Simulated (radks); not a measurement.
Question: The phosphorus anion P3-, [Ar], held by a Watson sphere: a shell of charge +3 at radius R that stands for the Madelung well of a crystal (potential energy -3/R inside, -3/r outside, in hartree with lengths in bohr). Method: scalar-relativistic Kohn-Sham, LDA (Slater exchange, VWN5 correlation), spin-polarised, spherical densities, point nucleus; computed with a radial shooting solver on a logarithmic mesh with Libxc functionals. Response by self-consistent Sternheimer equations with the Hartree and adiabatic LDA kernel, the relativistic mass of each level held fixed and spin-orbit coupling left out. The sphere does not respond.

R (bohr)  e(2p) (eV)  e(3s) (eV)  e(3p) (eV)  <r> 3p (bohr)  sum of <r^2> (bohr^2)  X-ray form factor at sin(theta)/lambda = 0.1 1/angstrom  alpha (bohr^3)
2.24         -120.84     -15.843      -7.716          2.339                  49.82                                                   15.017           33.76
2.27         -120.82     -15.737      -7.652          2.352                  50.30                                                   14.996           34.48
3.43         -120.72     -12.534      -5.342          2.815                  69.80                                                   14.252           80.46
3.61         -120.68     -12.189      -5.043          2.884                  73.01                                                   14.156           91.81
3.8          -120.63     -11.861      -4.748          2.956                  76.47                                                   14.061           105.4
4.55         -120.40     -10.884      -3.781          3.234                  90.96                                                   13.741           179.4
4.62         -120.38     -10.814      -3.705          3.260                  92.39                                                   13.716           188.2

Estimate the row for R = 2.29 bohr.

Answer: e(2p) (eV) -120.81; e(3s) (eV) -15.666; e(3p) (eV) -7.610; <r> 3p (bohr) 2.360; sum of <r^2> (bohr^2) 50.62; X-ray form factor at sin(theta)/lambda = 0.1 1/angstrom 14.981; alpha (bohr^3) 34.97.
